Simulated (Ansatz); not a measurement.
System: C$_{3}$H$_{9}$Ga, charge 0, multiplicity 1. 
Geometry from a B3LYP-D3(BJ)/def2-TZVP (Ansatz, a program for electronic structure) optimisation:
```xyz
13

C      1.9313    -0.4514    -0.1479
Ga     0.0000    -0.0001     0.0001
C     -0.5550     1.8431     0.5000
C     -1.3764    -1.3916    -0.3524
H      2.4129     0.1962    -0.8852
H      2.1001    -1.4891    -0.4355
H      2.4325    -0.2700     0.8066
H     -1.1635     1.8187     1.4078
H      0.2931     2.5065     0.6695
H     -1.1798     2.2730    -0.2873
H     -1.2349    -2.2392     0.3232
H     -2.3932    -1.0182    -0.2314
H     -1.2673    -1.7773    -1.3695
```
Charge 0, spin multiplicity 1.

Parts of the frozen-core correlation energy in 6-31G* (Ansatz, hartree). Frozen orbitals: 17; correlated occupied orbitals by spin: 12 and 12; virtual: 69 and 69. No spin-orbit coupling. Non-relativistic.

```
term                             value
-------------------------  -----------
reference (HF)             -2041.80463
MP2 opposite-spin             -0.35228
MP2 same-spin                 -0.09974
CCSD correlation              -0.50549
(T)                           -0.01344
T1 diagnostic                    0.010
largest doubles amplitude        0.026
```
